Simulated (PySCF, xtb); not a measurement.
WOF2, SMILES [F][W](=[O])[F] (connectivity only; charge and spin as stated), neutral, multiplicity 3.

Harmonic wavenumbers (cm⁻¹) from GFN2-xTB (xtb) at its own minimum, in rising order: 118, 131, 168, 431, 460, 872.

Question: What does PBE0-D3(BJ)/def2-TZVP (PySCF 2.14.0) give at its own minimum? (The exact figures need the calculation; the answer reports its results.)

Answer: 143, 165, 188, 657, 677, 1065. Paired by order, the mean absolute difference is 119 cm⁻¹ and the zero-point energies are 3.1 and 4.1 kcal/mol.
